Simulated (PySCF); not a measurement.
Be(Et)(SeH) (C2H6BeSe), SMILES [CH2]([Be][SeH])C.

Coordinates come from a TPSSh-D3(BJ)/def2-SVP optimisation. The structure was generated by enumeration; whether it is a known compound was not checked. One conformer was computed; it need not be the lowest.

Calculation: PySCF with TPSSh-D3(BJ)/def2-SVP.

Frequencies are harmonic and unscaled.

Computed harmonic wavenumbers and intensities:
```csv
mode,ν (cm⁻¹),IR (km/mol),moving atoms (share of kinetic energy)
1,47,6.3,H 95 %
2,96,0.6,"C 45 %, Be 23 %, H 22 %, Se 10 %"
3,140,4.0,"H 61 %, Be 35 %"
4,257,9.5,"H 64 %, Be 29 %"
5,313,7.2,"C 36 %, Be 34 %, Se 19 %, H 11 %"
6,421,17.9,"Be 43 %, C 38 %, H 15 %"
7,518,17.5,H 90 %
8,638,27.4,"H 65 %, Be 20 %, C 13 %"
9,918,5.2,H 91 %
10,947,45.3,"H 42 %, C 37 %, Be 21 %"
11,964,18.1,"H 57 %, Be 23 %, C 20 %"
12,1051,112.0,"C 39 %, Be 32 %, H 28 %"
13,1244,2.5,"H 78 %, C 22 %"
14,1253,31.7,"H 49 %, C 43 %"
15,1405,7.2,"H 84 %, C 16 %"
16,1424,3.6,H 92 %
17,1493,3.3,H 96 %
18,1504,4.4,H 97 %
19,2416,9.1,H 99 %
20,2978,20.4,H 95 %
21,3014,13.9,"H 91 %, C 9 %"
22,3017,49.8,H 97 %
23,3089,35.1,"H 91 %, C 9 %"
24,3100,34.3,"H 91 %, C 9 %"
```
